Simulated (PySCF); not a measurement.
Species: C₆H₇O₃ (doublet state).
Cartesian coordinates in Å at the GFN2-xTB level; atoms count from 1:
```xyz
16
C6H7O3 angstrom
O      3.0964   -0.9064    0.9732
C      2.7452    0.1588    0.5642
O      1.5194    0.5229    0.2252
C      0.4734   -0.4359    0.3691
C     -0.3216   -0.5581   -0.9578
C     -1.4968    0.4399   -0.8949
C     -1.7110    0.6552    0.5869
O     -1.7714   -0.5591    1.3317
C     -0.5775    0.0913    1.3104
H      3.4188    1.0155    0.3948
H      0.9058   -1.3866    0.6959
H      0.3372   -0.3600   -1.8005
H     -0.7004   -1.5769   -1.0286
H     -2.3812    0.0428   -1.3917
H     -1.2335    1.3947   -1.3502
H     -2.3103    1.4707    0.9609
```

The hyperfine couplings belong to this conformer and change with its torsions.

The species is `O=CO[C@@H]1CC[C@H]2O[C]12` [radical].

Theory: UKS B3LYP, pcH-1 on C H O, non-relativistic, mean-field spin-orbit, GIAO (PySCF 2.14.0). Isolated species at its GFN2-xTB geometry (one conformer only). Couplings are sensitive to structure, and on GFN2-xTB geometries they can be far from those on DFT ones. No stability test was run, so a lower SCF solution isn't excluded.

Q: Match the computed a_iso(13C) values +460.5, +44.0, +23.4, +4.0, -1.8 MHz with the sites C4; C5; C6; C7; C9.

A: 
```csv
site,a_iso (MHz),ρ(0) (bohr⁻³),position,distance from C9 (Å),spin population,largest |T| (MHz)
C4,+44.0,+0.0391,1 bond from C9,1.51,+0.01,18.9
C5,+23.4,+0.0208,2 bonds from C9,2.37,+0.04,8.4
C6,-1.8,-0.0016,2 bonds from C9,2.41,0.00,2.2
C7,+4.0,+0.0035,1 bond from C9,1.46,-0.01,4.0
C9,+460.5,+0.4096,largest spin population,0.00,+0.82,125.6
```

ρ(0) is the spin density at the nucleus and T the dipolar tensor. The largest Mulliken spin populations are on C9 (+0.82) and O8 (+0.14). C9 is the only atom above +0.15. The angles at C9 add up to 289.3°, so it is pyramidal.

β density exceeds α density at some nuclei, such as C6 (-0.0016), spin density in bohr⁻³. In a single determinant that takes different orbitals for the two spins, that is spin polarisation.
